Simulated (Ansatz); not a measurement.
`CC(S)BO` and `CC(S)N[SiH3]` differ in one atom or group.

Ansatz, PBE0-D4/def2-TZVP geometries, multiplicity 1. Each molecule was computed in one conformer, which needn't be the lowest.

| property | `CC(S)BO` |
| --- | --- |
| size of the dipole moment (B3LYP/def2-TZVPP) / D | 1.86 |
| HOMO energy (PBE0/def2-TZVPP) / eV | -6.87 |
| HOMO–LUMO gap (PBE/def2-TZVPP) / eV | 4.45 |
| LUMO energy (ωB97M-V/def2-TZVPP) / eV | 1.62 |
| LUMO energy (PBE/def2-TZVPP) / eV | -1.19 |
| HOMO–LUMO gap (ωB97M-V/def2-TZVPP) / eV | 10.71 |

**Question.** What does the change do to each property? (An estimate is asked.)

**Answer.** The calculation gave: 
| property | `CC(S)N[SiH3]` | shift |
| --- | --- | --- |
| size of the dipole moment (B3LYP/def2-TZVPP) / D | 1.16 | -0.70 |
| HOMO energy (PBE0/def2-TZVPP) / eV | -6.68 | 0.19 |
| HOMO–LUMO gap (PBE/def2-TZVPP) / eV | 4.62 | 0.17 |
| LUMO energy (ωB97M-V/def2-TZVPP) / eV | 1.76 | 0.14 |
| LUMO energy (PBE/def2-TZVPP) / eV | -0.80 | 0.39 |
| HOMO–LUMO gap (ωB97M-V/def2-TZVPP) / eV | 10.70 | -0.01 |

With PBE0 the HOMO rises by 0.19 eV and the LUMO rises by 0.30 eV, so the gap widens by about 0.11 eV. PBE moves the HOMO by 0.22 eV and ωB97M-V by 0.16 eV. Dipoles are sizes alone; their direction can turn.

B3LYP here is the variant with VWN-RPA as its local correlation; programs differ in this.
